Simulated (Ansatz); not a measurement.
`FC([SiH3])Cl` + H₂O → `OC([SiH3])Cl` + H–F at 500 K and 1 bar (formal hydrolysis of a C–F bond).

Computed with Ansatz on PBE0-D4/def2-TZVP structures; ΔE is electronic, products minus reactants. CCSD(T)/CBS adds triple-zeta CCSD(T) − MP2 to the extrapolated MP2 energy (def2 sets, frozen cores). This one scheme is used for every species. Each species was taken in one conformer, which may not be the lowest.

| species | CCSD(T)/CBS energy (Eh) | H − E (kJ/mol) | S (J/(mol·K)) |
| --- | --- | --- | --- |
| `FC([SiH3])Cl` | -889.08323 | 156.9 | 369.6 |
| H₂O | -76.37941 | 73.2 | 206.3 |
| `OC([SiH3])Cl` | -865.07237 | 192.2 | 378.2 |
| H–F | -100.39570 | 39.4 | 188.7 |

H − E and S are ideal-gas, rigid-rotor, harmonic terms from PBE0-D4/def2-TZVP, for one conformer and one mirror image of each species. 1 Eh = 2625.50 kJ/mol, R = 8.31446 J/(mol·K).

Task: By hand: ΔE, ΔH, ΔS and ΔG.

Result: ΔE = (-865.07237) + (-100.39570) − (-889.08323) − (-76.37941) = -0.00543 Eh = -14.3 kJ/mol. Δ(H − E) = 192.2 + 39.4 − 156.9 − 73.2 = 1.5, so ΔH = -12.8 kJ/mol. ΔS = 378.2 + 188.7 − 369.6 − 206.3 = -9.0 J/(mol·K). ΔG = -12.8 − 500 × (-9.0)/1000 = -8.3 kJ/mol.

Task: By hand: the equilibrium constant, and the temperature at which ΔG would vanish if ΔH and ΔS stayed fixed.

Result: log₁₀ K = −ΔG/(RT ln 10) = 0.9. ΔG = 0 at ΔH/ΔS = 1422 K, though so small a ΔS makes that figure unsure.

TΔS isn't small against ΔH here. A doubt of 5 kJ/mol in ΔE shifts log₁₀ K by 0.5 here. Other conformers and mirror images would add mixing entropy, several J/(mol·K) or more a flexible species. These are equilibria of isolated gas molecules and say nothing of rates. Largest T1 diagnostic: 0.011 (customary marks: 0.02 for closed shells, 0.045 for open ones).
